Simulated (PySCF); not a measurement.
**Dipole moment and polarisability of bis(cyclopentylmethyl)phosphine oxide**

Species: bis(cyclopentylmethyl)phosphine oxide, C₁₂H₂₃OP.
Atom-mapped SMILES: `[O:1]=[PH:2]([CH2:3][CH:4]1[CH2:5][CH2:6][CH2:7][CH2:8]1)[CH2:9][CH:10]1[CH2:11][CH2:12][CH2:13][CH2:14]1` (hydrogens: H15 on P2; H16, H17 on C3; H18 on C4; H19, H20 on C5; H21, H22 on C6; H23, H24 on C7; H25, H26 on C8; H27, H28 on C9; H29 on C10; H30, H31 on C11; H32, H33 on C12; H34, H35 on C13; H36, H37 on C14)

Geometry (PBE0-D3(BJ)/def2-SVP, Å), atoms numbered from 1 in this order:
```
atom  x, y, z in Å
O1     0.3829   -2.7102   -1.1230
P2    -0.3205   -1.5535   -0.4807
C3    -2.0523   -1.3566   -1.0093
C4    -2.8261   -0.1770   -0.4400
C5    -4.2666   -0.0728   -0.9461
C6    -4.8897    0.9383    0.0078
C7    -4.3197    0.5524    1.3816
C8    -2.9877   -0.1768    1.0926
C9     0.4946    0.0571   -0.7560
C10    2.0101   -0.0695   -0.6804
C11    2.5511   -0.5433    0.6761
C12    4.0177   -0.0652    0.7260
C13    4.2004    0.8629   -0.4928
C14    2.7815    1.2258   -0.9234
H15   -0.4218   -1.6234    0.9437
H16   -2.5469   -2.3106   -0.7551
H17   -2.0104   -1.3174   -2.1112
H18   -2.3137    0.7575   -0.7341
H19   -4.7617   -1.0553   -0.8420
H20   -4.3302    0.2151   -2.0069
H21   -5.9896    0.9460   -0.0164
H22   -4.5566    1.9521   -0.2714
H23   -4.1880    1.4277    2.0346
H24   -5.0135   -0.1228    1.9056
H25   -2.1299    0.2938    1.5972
H26   -3.0287   -1.2156    1.4601
H27    0.1861    0.4101   -1.7552
H28    0.1163    0.7871   -0.0181
H29    2.3151   -0.8077   -1.4428
H30    1.9676   -0.0718    1.4863
H31    2.4454   -1.6321    0.7941
H32    4.7236   -0.9082    0.6938
H33    4.2195    0.4704    1.6661
H34    4.8244    1.7424   -0.2744
H35    4.6963    0.3167   -1.3115
H36    2.3732    2.0229   -0.2754
H37    2.7155    1.5833   -1.9631
```

Level: wB97X-D/def2-SVPD (PySCF), static field, nuclei fixed, core orbitals frozen in the response. The polarisability tensor in these axes (au):

```
x   193.16  -1.07  -0.52
y    -1.07 147.58   1.57
z    -0.52   1.57 145.09
```

Problem. Diagonalise the tensor; give its mean and Δα, where Δα² is half the sum of the squared differences of the eigenvalues.

Solution. Principal values 144.33, 148.30 and 193.19 au; mean 161.94 au = 24.00 Å³ = 26.70 × 10⁻⁴⁰ C²·m²/J; Δα = 47.00 au (29 % of the mean).

Problem. What is the dipole moment, and where does it point?

Solution. (-2.20, 3.76, 1.23) D, 4.52 D in size, pointing from the negative to the positive side. Measured along this direction, the outermost atoms are H32 and O1 at the negative end and H23, H22 and H21 at the positive end.

Problem. Refractivity n − 1 of an ideal gas of it at 400 K and 1 atm, from the electronic α?

Solution. N = p/kT = 1.8347 × 10¹⁹ cm⁻³, so n − 1 = 2π × N × 24.00 × 10⁻²⁴ cm³ = 2766 × 10⁻⁶ at long wavelengths.

Problem. In TDDFT the mean static polarisability is Σ f/ω² over all singlet excitations (ω in hartree). How much of it do the 10 lowest give? Their energies (eV) and oscillator strengths: 7.30, 0.0266; 7.33, 0.0065; 7.65, 0.0017; 7.81, 0.0396; 7.98, 0.0251; 8.02, 0.0171; 8.09, 0.0144; 8.27, 0.0330; 8.64, 0.0023; 8.77, 0.0048.

Solution. They add up to 2.04 au, 1.3 % of the 161.94 au; the largest single term is 0.48 au, from the state at 7.81 eV. Terms in order: 0.37, 0.09, 0.02, 0.48, 0.29, 0.20, 0.16, 0.36, 0.02, 0.05 au. Higher excitations give the rest. The strengths listed sum to 0.171.

Problem. Directions of the eigenvectors, and the extent of the frame along each?

Solution. Largest value along (1.00, -0.02, -0.01), where the nuclei span 10.79 Å; middle along (0.03, 0.90, 0.43), 4.98 Å; least along (0.00, -0.43, 0.90), 4.30 Å. The response follows the extents in order.

Problem. Molar refractivity from α?

Solution. Lorentz–Lorenz: R = (4π/3)N_A α = 2.5225 cm³/(mol·Å³) × 24.00 Å³ = 60.5 cm³/mol, in the limit of long wavelengths.

One conformer (not necessarily the lowest) at the PBE0-D3(BJ)/def2-SVP geometry, without solvent, vibrations or thermal averaging.

These values come from a run that also computed excited states. Time: 10 min; peak memory 2.3 GiB. Hardware: an Arm Neoverse V2 with one thread (shared host).
